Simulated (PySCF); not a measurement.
# A small calculation by hand: dipole moment from atomic charges

B(F)2(GeH3) (BF₂GeH₃), SMILES F[B](F)[GeH3]. Atoms are numbered in the order given.

```xyz
7

B     -0.7634     0.4148    -0.6250
F     -1.8609    -0.2545    -0.9276
F     -0.6612     1.6372    -1.1149
Ge     0.7250    -0.3979     0.5866
H      0.5333     0.0977     2.0361
H      0.6612    -1.9371     0.5897
H      2.1205     0.0528     0.1121
```

Geometry: B3LYP-D3(BJ)/def2-SVP.

Charges (e) from PBE/def2-TZVPD (PySCF):

```csv
atom,ESP fit,IAO
B1,0.561,0.502
F2,-0.234,-0.278
F3,-0.234,-0.278
Ge4,-0.125,0.210
H5,0.012,-0.048
H6,0.010,-0.055
H7,0.011,-0.053
```

The dipole moment of the full density is 0.73 D.

Question: What dipole moment does each set of point charges give, and which comes closer to that of the density?

Answer: 
μ = Σ q r, and 1 e Å = 4.8032 D.
ESP fit: Σ q r = (0.108, -0.059, 0.086) e Å, |μ| = 0.72 D.
IAO: Σ q r = (0.296, -0.161, 0.241) e Å, |μ| = 1.99 D.
ESP fit comes closer in size. Point charges leave out the atoms' own dipoles (lone pairs, polarised bonds); fits to the potential absorb them, partitions of the density don't.
